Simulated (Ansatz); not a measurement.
Program: Ansatz. Geometries: PBE0-D4/def2-TZVP. ΔE: electronic, gas phase. CCSD(T)/CBS is the MP2 limit (def2-TZVPP, def2-QZVPP) plus CCSD(T) − MP2 in def2-TZVPP, frozen cores. This one scheme is used for every species. DFT in def2-TZVPP. B3LYP here is the variant with VWN-RPA as its local correlation; programs differ in this. For Br outer-core shells are correlated without core-valence functions, which leaves a few kJ/mol of doubt a bond. Scalar relativity is left out up to krypton. Each species was taken in one conformer, which may not be the lowest.

Consider the ligand exchange at the Si–Br bond: `S=C[SiH2]Br` + H₂S → `S=C[SiH2]S` + HBr.

```
             level  ΔE (kJ/mol)
            B97M-V         30.3
           ωB97M-V         35.1
             B3LYP         34.5
SCS-MP2/def2-TZVPP         36.0
```

What does CCSD(T)/CBS give? (Best estimate.)

Computed: +35.9 kJ/mol. The listed levels differ from it by -5.6, -0.8, -1.4, 0.1 kJ/mol.

Largest T1 diagnostic among the species: 0.014.

From BLYP to BHLYP (50 % exact exchange), in def2-TZVPP and without D4, ΔE moves by +4.3 kJ/mol. Leaving LDA and LC-ωPBE aside and taking each functional with its dispersion term where it has one, the values, not all of them listed here, spread over 8.3 kJ/mol, from revPBE-D4 to BHLYP-D4. In def2-TZVPP, CCSD(T) changes the Hartree–Fock value by −7.6 kJ/mol (the triples alone add −1.3 kJ/mol) and MP2 by −6.2 kJ/mol.
